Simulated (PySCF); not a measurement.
Ga(F)(vinyl)(OH) (C₂H₄FGaO), SMILES C=[CH][Ga]([OH])[F]. Geometry optimised at PBE-D3(BJ)/def2-SVP. The structure was generated by enumeration; whether it is a known compound was not checked. The values are those of a single conformer.

Problem. Give the equilibrium geometry at PBE-D3(BJ)/def2-SVP (PySCF confirms it by a frequency run) as Cartesian coordinates in Å, and its point group. (An estimate is asked for; the answer gives what the named calculation found.)

Solution. This is not unique; one that fits is point group Cs.
```xyz
9

Ga    -0.0447    -0.3036     0.0000
F     -1.1115    -1.7247     0.0000
C     -0.7025     1.5190     0.0000
C      0.1465     2.5667     0.0000
H     -1.7916     1.6979     0.0000
H     -0.2179     3.6100     0.0000
H      1.2422     2.4366     0.0000
O      1.7062    -0.7064     0.0000
H      1.8430    -1.6722     0.0000
```
Charge 0, spin multiplicity 1.
